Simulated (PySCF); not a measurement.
NMR data simulated for an unnamed compound:

1H NMR (400 MHz, computed): δ 3.85 (s, 3H), 1.72 (s, 3H), 1.68 (s, 3H).

13C{1H} NMR (computed): δ 164.0 (C), 91.7 (C), 56.5 (CH3), 17.8 (CH3), 17.2 (CH3).

Relativity neglected, one averaged value for each set of equivalent atoms, in vacuum, single conformer. Shieldings: GIAO PBE0/pcSseg-1; geometry: GFN2-xTB; PySCF 2.14.

Scale: 1H (σ = 31.72 ppm) and 13C (σ = 186.93 ppm) vs TMS (reference shieldings calculated alike).

Question: Which of these does the molecule contain: a nitrile, an S-methyl group, a methoxy group, an N-methyl group, a non-aromatic C=C double bond?

Answer: 
- A nitrile: no.
- An S-methyl group: no.
- A methoxy group: yes (δC 56.5; δH 3.85 (s)).
- An N-methyl group: no.
- A non-aromatic C=C double bond: yes.

The data belong to SMILES COC(F)=C(C)C, C5H9FO; they needn't prove each group on their own.

Carbon signals by region: 1 in the far downfield region (above 160 ppm), 2 at 50–100 ppm, 2 below 50 ppm. Above 160 ppm: 164.0, alkene carbon bearing oxygen.

Splittings by 19F in the carbon and heteronuclear signals aren't shown, as no couplings were computed. Shifts are as computed. Against solution values, carbons near 30 ppm lie about +3 ppm off and those near 130 ppm about +5 ppm. Of 1211 compounds with measured shifts, 218 miss one by over three times the rms of a fit or turn the order of signals round; such compounds aren't used in these exercises. Multiplicities follow the n + 1 count of equivalent neighbours, as no J values were calculated; m marks all less simple cases, F and P coupling included.
